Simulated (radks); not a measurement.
Initial-state core-level shifts of the europium ion Eu+ when its valence configuration changes from [Xe] 4f7 6s1. Method: non-relativistic Kohn-Sham, PBE, spin-polarised, spherical densities, point nucleus; open shells are filled with parallel spins first (spin-orbit coupling, left out, can overturn this in heavy ions); relativity is left out, which matters for an element this heavy; computed with a radial shooting solver on a logarithmic mesh with Libxc functionals. Shifts are changes of the shell-averaged eigenvalues in eV (positive: less bound); the change of the density at the nucleus, which sets a Mossbauer isomer shift, is in e/bohr^3, on a base of 1.779e+05.

valence,1s,2s,3p,4s,density at nucleus
4f8,+7.390,+7.876,+8.425,+8.092,-14.01
4f7 6p1,-1.059,-1.052,-1.044,-1.054,-7.31
4f7 5d1,+2.308,+2.373,+2.317,+2.350,-8.32
4f6.5 5d0.5 6s1,-3.641,-3.959,-4.406,-4.044,+4.87
4f7 6s0.5 6p0.5,-0.531,-0.528,-0.524,-0.529,-3.67
4f6 5d1 6p1,-8.493,-9.157,-10.103,-9.292,+1.73
4f6 6s2,-10.473,-11.229,-12.097,-11.300,+20.83
4f6 5d1 6s1,-7.480,-8.150,-9.095,-8.280,+10.08
4f7 5d0.5 6s0.5,+1.192,+1.226,+1.195,+1.212,-4.34
